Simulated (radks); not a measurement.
Question: All-electron atom: Ru5+ in [Kr] 4d3 (the NIST ground configuration). Calculated with a radial shooting solver on a logarithmic mesh with Libxc functionals: Dirac Kohn-Sham, PBE, spin-unpolarised, spherical densities, finite nucleus; open shells fill j = l - 1/2 first; Fermi nuclear charge, rms radius 4.4809 fm. Some entries of the table are withheld. Estimate them.

orbital  occ.  eigenvalue (hartree)  r(max) (bohr)  <r^2> (bohr^2)
1s1/2       2             -808.3559        0.02171        0.001510
2s1/2       2                   (1)         0.1230         0.02495
2p1/2       2             -109.6629        0.09548         0.01876
2p3/2       4             -104.8520        0.09947         0.02011
3s1/2       2             -23.00779         0.3617          0.1853
3p1/2       2                   (2)         0.3484          0.1820
3p3/2       4                   (3)         0.3580          0.1917
3d3/2       4             -12.73883         0.2993          0.1744
3d5/2       6             -12.57934         0.3020          0.1774
4s1/2       2              -5.29643         0.9072           1.117
4p1/2       2              -4.24883            (4)             (5)
4p3/2       4              -4.11310            (6)             (7)
4d3/2       3                   (8)          1.117           1.981
4d5/2       0                   (9)          1.125           2.008

Answer: 
(1) 2s1/2 eigenvalue (hartree): -118.4652
(2) 3p1/2 eigenvalue (hartree): -19.59408
(3) 3p3/2 eigenvalue (hartree): -18.77652
(4) 4p1/2 r(max) (bohr): 0.9528
(5) 4p1/2 <r^2> (bohr^2): 1.284
(6) 4p3/2 r(max) (bohr): 0.9755
(7) 4p3/2 <r^2> (bohr^2): 1.345
(8) 4d3/2 eigenvalue (hartree): -2.48914
(9) 4d5/2 eigenvalue (hartree): -2.47066
